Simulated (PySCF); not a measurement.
# Reading the logs of faulty runs: BCGeH4 anion

All numbers below are calculated, not measured. They come from PySCF 2.14.0, an open-source quantum chemistry program, on an isolated molecule that a program drew, which may never have been made. The molecule is BCGeH4 anion (charge -1, singlet), drawn as the SMILES string `C=[B][GeH2-]`.

Each row is a Hartree-Fock (HF) and frozen-core CCSD(T) single point in the aug-cc-pVDZ basis, meant for a local HF minimum. Run 1 is clean. Each other run has one planted mistake out of seven kinds, and not every kind appears here: one electron removed, one electron added, multiplicity raised by two, geometry at a saddle point, minimal basis STO-3G, one bond length entered in bohr, all coordinates scaled. The reference is restricted for singlets and unrestricted otherwise, and also for a bond in bohr. Adding or removing an electron swaps singlet and doublet. Electrons count all cores. HOMO and LUMO are orbital energies over both spins, the gradient is its largest component, and the lowest frequency (negative if imaginary) is given only where the gradient is small. Bond lengths are over the 6 bonds as drawn. T1 is the CCSD diagnostic: over 0.02 (restricted) or 0.045 (unrestricted) a single reference is doubtful. Germanium has the aug-cc-pVDZ-PP basis, with a core potential (ECP10MDF) in place of its 10 inner electrons, and its 3s, 3p and 3d shells are frozen in CCSD(T).

Geometry of the clean run:
```xyz
7
BCGeH4 anion, angstrom
C    -2.3978    1.2084   -0.1232
B    -1.5887    0.6138    0.8703
Ge   -0.7008   -0.4230    2.4237
H    -2.0047    1.9179   -0.8448
H    -3.4566    0.9861   -0.2166
H     0.5457   -1.0315    1.6550
H     0.0340    0.7769    3.1550
```

```
run  electrons  basis functions  <S^2>  HOMO (eV)  LUMO (eV)  gradient (hartree/bohr)  lowest frequency (cm^-1)  mean bond (Å)  longest bond (Å)      T1  HF (hartree)  CCSD(T) (hartree)                          mistake
  1         48              114  0.000      -2.58       3.72                  2.1e-05                       229         1.4706             2.068  0.0217    -358.20859         -358.60190                         no fault
  2         48              114  0.000      -0.72       3.73                  7.1e-06                      -960         1.4355             1.994  0.0142    -358.15424         -358.54512       geometry at a saddle point
  3         48              114  1.475      -2.28       3.54                  1.1e-02                         -         1.6801             2.669  0.0900    -358.00005         -358.38780  one bond length entered in bohr
  4         48              114  2.029      -0.48       3.43                  6.2e-02                         -         1.4706             2.068  0.0236    -358.11501         -358.47397       multiplicity raised by two
  5         48              114  0.000      -2.98       3.74                  5.0e-02                         -         1.5927             2.240  0.0229    -358.17731         -358.58060                                ?
  6         47              114  0.781      -8.55      -0.67                  3.7e-02                         -         1.4706             2.068  0.0214    -358.15360         -358.51169                                ?
```

**Which mistake was planted in run 5, and what did it cost?**

The mean and the longest bond both change by the same factor, 1.083, and the gradient is no longer small. So the mistake is: all coordinates scaled. Subtracting run 1 and multiplying by 627.51 kcal/mol a hartree, the energy moved by 19.6 kcal/mol in HF and 13.4 kcal/mol in CCSD(T).

**Which mistake was planted in run 6, and what did it cost?**

It counts 47 electrons, one fewer than the clean run, at the same geometry and basis. So the mistake is: one electron removed. Subtracting run 1 and multiplying by 627.51 kcal/mol a hartree, the energy moved by 34.5 kcal/mol in HF and 56.6 kcal/mol in CCSD(T).

Cautions from the logs. Run 1: T1 is over the limit, so its CCSD(T) energy is less reliable; run 3: T1 is over the limit, so its CCSD(T) energy is less reliable; run 5: T1 is over the limit, so its CCSD(T) energy is less reliable.
